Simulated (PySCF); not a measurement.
**Tb⁴⁵⁺ (terbium, charge +45): UHF calculation**

Configuration: [Ar] 3d2, high-spin 3F determinant. Computed with PySCF 2.14 in an even-tempered Gaussian basis (18 s from 9.6 bohr⁻², ratio 2.5; 12 p from 12 bohr⁻², ratio 2.5; 7 d from 12 bohr⁻², ratio 2.5; 4 f from 44 bohr⁻², ratio 2.7; 3 g from 65 bohr⁻², ratio 2.7), with the spin-free X2C one-electron Hamiltonian (Gaussian nucleus).

| Property | Result |
| --- | --- |
| Total energy | -9956.013577 hartree |
| One-electron energy | -11254.3947 hartree |
| Hartree (Coulomb) energy | 1461.1758 hartree |
| Exchange energy | -162.7947 hartree |
| ⟨S²⟩ | 2.0002 |
| ⟨L²⟩ | 12.002 |
| Sum of ⟨r⟩ | 2.856 bohr |
| Sum of ⟨r²⟩ | 0.6052 bohr² |

```json
{"shell": "1s α", "electrons": "1", "mean orbital energy (hartree)": "-2020.80477", "rms radius, mean of both spins (bohr)": "0.0245"}
{"shell": "1s β", "electrons": "1", "mean orbital energy (hartree)": "-2020.79262", "rms radius, mean of both spins (bohr)": "0.0245"}
{"shell": "2s α", "electrons": "1", "mean orbital energy (hartree)": "-420.64002", "rms radius, mean of both spins (bohr)": "0.0980"}
{"shell": "2s β", "electrons": "1", "mean orbital energy (hartree)": "-420.03278", "rms radius, mean of both spins (bohr)": "0.0980"}
{"shell": "2p α", "electrons": "3", "mean orbital energy (hartree)": "-385.44670", "rms radius, mean of both spins (bohr)": "0.0879"}
{"shell": "2p β", "electrons": "3", "mean orbital energy (hartree)": "-384.83902", "rms radius, mean of both spins (bohr)": "0.0879"}
{"shell": "3s α", "electrons": "1", "mean orbital energy (hartree)": "-158.05427", "rms radius, mean of both spins (bohr)": "0.239"}
{"shell": "3s β", "electrons": "1", "mean orbital energy (hartree)": "-157.38709", "rms radius, mean of both spins (bohr)": "0.239"}
{"shell": "3p α", "electrons": "3", "mean orbital energy (hartree)": "-146.84718", "rms radius, mean of both spins (bohr)": "0.237"}
{"shell": "3p β", "electrons": "3", "mean orbital energy (hartree)": "-146.00849", "rms radius, mean of both spins (bohr)": "0.237"}
{"shell": "3d α", "electrons": "2", "mean orbital energy (hartree)": "-135.24837", "rms radius, mean of both spins (bohr)": "0.210"}
```

Spin-orbit coupling is strong in this species (close to jj coupling), so the high-spin LS determinant is a model state, not a physical level.

Densities and radii are taken from the X2C orbitals without a picture-change correction, which distorts them close to the nucleus.

Spin-orbit constants ζ (cm⁻¹) from the X2C one-electron operator on these orbitals: bare nucleus, nucleus screened by l(l+1)(2l+1)/3 electrons, and screened by the Breit-Pauli mean field of the electrons.

```tsv
shell	bare	screened nucleus	mean field
2p	3920000	3799000	3752000
3p	951000	921800	911100
3d	156200	132200	131300
```

To first order the Landé constant is A = 65640 cm⁻¹, so the lowest level has J = 2 and lies 32.6 eV below the centre of the term. This holds in LS coupling only, and this species is close to jj coupling.
